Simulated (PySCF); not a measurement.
How far are cheaper levels from CCSD(T)/CBS for BeBr?

PySCF; the state is a doublet (σ ↑). The composite is CCSD(T) extrapolated to the basis-set limit from two correlation-consistent sets, with core-valence (CV) and scalar-relativistic (SR) terms as its label shows; it has no spin–orbit coupling and nothing beyond (T). Here it is CCSD(T)/CBS(TQ)+CV. It gives Re = 1.950 Å, ωe = 720 cm⁻¹ and De = 3.36 eV to Be + Br.

```json
{"level": "UHF", "basis": "x2c-TZVPPall", "relativity": "spin-free X2C", "Re (Å)": "1.980", "ωe (cm⁻¹)": "704", "De (eV)": "2.97"}
{"level": "UHF-MP2", "basis": "def2-TZVP", "relativity": "no relativity", "Re (Å)": "1.979", "ωe (cm⁻¹)": "701", "De (eV)": "3.54"}
{"level": "PBE", "basis": "6-31G(d,p)", "relativity": "no relativity", "Re (Å)": "1.978", "ωe (cm⁻¹)": "700", "De (eV)": "3.73"}
{"level": "PBE", "basis": "def2-TZVP", "relativity": "no relativity", "Re (Å)": "1.981", "ωe (cm⁻¹)": "683", "De (eV)": "3.64"}
{"level": "revPBE", "basis": "x2c-TZVPPall", "relativity": "spin-free X2C", "Re (Å)": "1.985", "ωe (cm⁻¹)": "674", "De (eV)": "3.44"}
{"level": "r²SCANh", "basis": "def2-SVPD", "relativity": "no relativity", "Re (Å)": "1.994", "ωe (cm⁻¹)": "676", "De (eV)": "3.79"}
{"level": "PBE0", "basis": "def2-SVP", "relativity": "no relativity", "Re (Å)": "1.988", "ωe (cm⁻¹)": "690", "De (eV)": "3.58"}
{"level": "MN15", "basis": "6-31G(d,p)", "relativity": "no relativity", "Re (Å)": "1.969", "ωe (cm⁻¹)": "710", "De (eV)": "3.46"}
{"level": "M06-2X", "basis": "def2-TZVP", "relativity": "no relativity", "Re (Å)": "1.976", "ωe (cm⁻¹)": "695", "De (eV)": "3.38"}
{"level": "CAM-B3LYP", "basis": "def2-TZVP", "relativity": "no relativity", "Re (Å)": "1.966", "ωe (cm⁻¹)": "702", "De (eV)": "3.41"}
```

Give the difference of each row from the composite.



```csv
level,basis,ΔRe (pm),Δωe (%),ΔDe (eV)
UHF,x2c-TZVPPall,+3.0,-2.2,-0.39
UHF-MP2,def2-TZVP,+2.9,-2.6,+0.18
PBE,"6-31G(d,p)",+2.8,-2.8,+0.37
PBE,def2-TZVP,+3.1,-5.1,+0.28
revPBE,x2c-TZVPPall,+3.5,-6.4,+0.08
r²SCANh,def2-SVPD,+4.4,-6.1,+0.43
PBE0,def2-SVP,+3.8,-4.2,+0.22
MN15,"6-31G(d,p)",+1.9,-1.4,+0.10
M06-2X,def2-TZVP,+2.6,-3.5,+0.02
CAM-B3LYP,def2-TZVP,+1.6,-2.5,+0.05
```

Which rows come closest in De?

M06-2X in def2-TZVP (+0.02 eV), counted from the composite.

Correlated steps freeze the inner cores (9 to 10 orbitals); shallow outer-core shells are correlated. Spin–orbit coupling is left out. The state was picked by a PBE0 search and need not be the measured ground state.
